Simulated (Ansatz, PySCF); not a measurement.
Noncovalent pair: CH4O (SMILES CO) (first 6 atoms) with H2 (SMILES [H][H]); geometry from B3LYP-D3(BJ)/def2-TZVP, rigid monomers moved along the line of their centres of mass till O2···H7 is 3.54 Å.
(charge 0, multiplicity 1):
| atom | x (Å) | y (Å) | z (Å) |
|---|---|---|---|
| C | 0.6856 | 0.3495 | -0.3547 |
| O | -0.6614 | 0.2028 | 0.0765 |
| H | 1.3729 | -0.2815 | 0.2193 |
| H | 0.9563 | 1.3913 | -0.1904 |
| H | 0.8022 | 0.1252 | -1.4204 |
| H | -0.9365 | -0.7074 | -0.0722 |
| H | -0.2402 | -0.3981 | 3.5438 |
| H | 0.0293 | -0.6376 | 4.1971 |

Interaction energies are E(AB) − E(A) − E(B) at the monomers' geometry in the complex; basis-set methods are counterpoise corrected.

Cores are frozen in the correlated methods. CBS(a, b) extrapolates the correlation energy as X⁻³ and adds the Hartree–Fock energy of set b.

The values were computed with Ansatz (Gaussian orbitals); PySCF for the dispersion terms. Each number belongs to the level named beside it.

PBE/def2-TZVPPD gives -1.3 kJ/mol for the interaction energy.

### Question
Predict the shift from PBE, with its sign, for: PBE-D3(BJ)/def2-TZVPPD, r2SCAN/def2-TZVPPD, PBE0/def2-TZVPPD, wB97M-V/def2-TZVPPD, MP2/CBS(aug-cc-pVDZ, aug-cc-pVTZ), CCSD(T)/CBS(aug-cc-pVDZ, aug-cc-pVTZ).

### Answer
PBE-D3(BJ)/def2-TZVPPD -0.6; r2SCAN/def2-TZVPPD 0.5; PBE0/def2-TZVPPD 0.2; wB97M-V/def2-TZVPPD 0.0; MP2/CBS(aug-cc-pVDZ, aug-cc-pVTZ) -0.1; CCSD(T)/CBS(aug-cc-pVDZ, aug-cc-pVTZ) -0.1 kJ/mol. 2 of 6 lie above PBE; the widest gap is to PBE-D3(BJ)/def2-TZVPPD.

Ansatz is an electronic-structure program.
